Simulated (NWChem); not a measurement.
System: BeGeH3I; SMILES [GeH3][Be][I]

The following NWChem deck was run.

```
start job
memory heap 200 mb stack 900 mb global 1100 mb
geometry units angstroms noautoz
  Be    -0.314627    -0.115311     0.304861
  I      1.195667     0.445977    -1.163149
  Ge    -1.835792    -0.684664     1.783010
  H     -1.954208    -2.216404     1.934688
  H     -1.523244    -0.124555     3.187100
  H     -3.240110    -0.168460     1.402962
end
basis spherical
  * library def2-tzvpp
end
ecp
  I library def2-ecp
end
dft
  xc hfexch
  iterations 150
  mulliken
end
task dft energy
```

All runs use the structure optimised with PBE0/def2-SVP. def2 effective core potentials on I; no spin-orbit coupling.

Question: Predict the main results of this run. (Hartree-Fock/def2-TZVPP with def2 effective core potentials on I.) Quantities: basis functions; energy (Ha); highest occupied level (eV); orbital gap (eV).

Answer: 
```
Quantity                       Result
---------------------------  --------
number of basis functions         159
energy (Ha)                  -2388.47
highest occupied level (eV)    -10.57
orbital gap (eV)                12.02
```
